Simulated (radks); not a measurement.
Valence configurations of the silver ion Ag+ (all share [Kr]). Calculated with a radial shooting solver on a logarithmic mesh with Libxc functionals: scalar-relativistic Kohn-Sham, SCAN, spin-polarised, spherical densities, finite nucleus; open shells are filled with parallel spins first (spin-orbit coupling, left out, can overturn this in heavy ions); meta-GGA in the generalised Kohn-Sham scheme; Fermi nuclear charge, rms radius 4.5454 fm. Energies are relative to 4d10; eigenvalues in eV for spin up.

valence      E (eV)  moment (Bohr magnetons)    e(4d)   e(5p)    e(5s)
4d10          0.000                        0  -15.795       -        -
4d9 5s1       4.990                        2  -20.062       -  -13.720
4d9 5p1      10.925                        2  -21.487  -8.463        -
4d9.5 5s0.5   2.490                        1  -17.936       -  -12.332
4d9.5 5p0.5   5.206                        1  -18.676  -7.250        -
4d8 5s1 5p1  17.349                        4  -25.754  -9.701  -16.278

NIST lists [Kr] 4d10 as the ground configuration; this level of theory agrees among the configurations tried. The energies are those of spherical high-spin densities, not of single terms. No valid solution was reached for [Kr] 4d8 5s2; [Kr] 4d7 5s2 5p1; [Kr] 4d7.5 5s2 5p0.5; [Kr] 4d6 5s2 5p2.
